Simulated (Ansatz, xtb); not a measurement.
# Two isomers of C6H8Si

Structure X is `[SiH3]c1ccccc1`, a singlet and structure Y is `C=CC1=C[SiH2]C=C1`, a singlet. Both are isolated molecules in the gas phase, relaxed with B3LYP/def2-SVP; the shapes shown needn't be the lowest conformers.

X (Å):

```yaml
atoms:
  - { symbol: C, position_ang: [0.0776, -0.3522, 0.9026] }
  - { symbol: C, position_ang: [-0.5076, -0.4637, 2.1785] }
  - { symbol: C, position_ang: [-1.8502, -0.8232, 2.3283] }
  - { symbol: C, position_ang: [-2.6355, -1.0806, 1.2005] }
  - { symbol: C, position_ang: [-2.0724, -0.9786, -0.0751] }
  - { symbol: C, position_ang: [-0.7294, -0.6188, -0.2201] }
  - { symbol: Si, position_ang: [1.8776, 0.1733, 0.7023] }
  - { symbol: H, position_ang: [2.0057, 1.6592, 0.6031] }
  - { symbol: H, position_ang: [2.4462, -0.4221, -0.5426] }
  - { symbol: H, position_ang: [2.6747, -0.2794, 1.8802] }
  - { symbol: H, position_ang: [0.0924, -0.2719, 3.0735] }
  - { symbol: H, position_ang: [-2.2839, -0.9057, 3.3285] }
  - { symbol: H, position_ang: [-3.6850, -1.3640, 1.3159] }
  - { symbol: H, position_ang: [-2.6805, -1.1829, -0.9604] }
  - { symbol: H, position_ang: [-0.3052, -0.5499, -1.2267] }
```

Y (Å):

```xyz
15

C     2.1366   -0.7447    0.2983
C     1.2821   -0.5030    1.3064
C    -0.1815   -0.4596    1.2277
C    -0.9760   -0.2032    2.3060
C    -2.2617   -0.6345   -0.0290
C    -0.9134   -0.6961   -0.0572
Si   -2.7627   -0.2462    1.7408
H     1.8035   -0.9412   -0.7239
H     3.2162   -0.7531    0.4687
H     1.6934   -0.3143    2.3047
H    -0.5503   -0.0155    3.2947
H    -3.4882    1.0505    1.8991
H    -3.5872   -1.3103    2.3893
H    -2.8683   -0.7951   -0.9230
H    -0.3491   -0.9093   -0.9704
```

Quicker runs give these differences E(Y) − E(X): GFN2-xTB +1.970 eV; HF/STO-3G +1.954 eV (at GFN2-xTB geometries); r2SCAN-D4/def2-SVP +1.566 eV (at GFN2-xTB geometries).

**Question.** Estimate E(Y) − E(X) at the level CCSD(T)/def2-SVP + ΔMP2/def2-TZVPP.

**Answer.** Calculated at CCSD(T)/def2-SVP + ΔMP2/def2-TZVPP: E(Y) − E(X) = +1.263 eV, so structure X lies lower.

Level by level:

| level | geometry | E(Y) − E(X) (eV) | departure from the last row (eV) | job, with rough time for the two |
| --- | --- | --- | --- | --- |
| GFN2-xTB | GFN2-xTB | +1.970 | +0.707 | optimisation, 0.13 s |
| HF/STO-3G | GFN2-xTB | +1.954 | +0.691 | single point, 0.36 s |
| r2SCAN-D4/def2-SVP | GFN2-xTB | +1.566 | +0.303 | single point, 3.7 s |
| B3LYP/def2-SVP | B3LYP/def2-SVP | +1.518 | +0.255 | optimisation, 22 s |
| HF/def2-SVP | B3LYP/def2-SVP | +1.527 | +0.263 | part of the CCSD(T) run |
| MP2/def2-SVP | B3LYP/def2-SVP | +1.615 | +0.352 | part of the CCSD(T) run |
| CCSD(T)/def2-SVP | B3LYP/def2-SVP | +1.373 | +0.110 | single point |
| CCSD(T)/def2-SVP + ΔMP2/def2-TZVPP | B3LYP/def2-SVP | +1.263 |  | single point, 59 s |

As drawn, Y has 3 C=C, 2 C–C, 1 C–Si, 1 C–H in place of 6 C∷C, 1 Si–H (∷ is an aromatic bond). Structure X has a 6-membered ring (with an aromatic ring), Y a 5-membered ring.

None of the levels shown reverses the order. The largest departure from CCSD(T)/def2-SVP + ΔMP2/def2-TZVPP is that of GFN2-xTB, 0.707 eV. A small imaginary or near-zero mode remains, so no thermal terms are given. The last row adds to CCSD(T) the change of the MP2 difference between the two basis sets, here −0.110 eV.

The correlated steps freeze 11 core orbitals. Programs: Ansatz 0.2.0, xtb 6.7.1; the last row on 4 threads of Arm Neoverse V1 on a shared host.
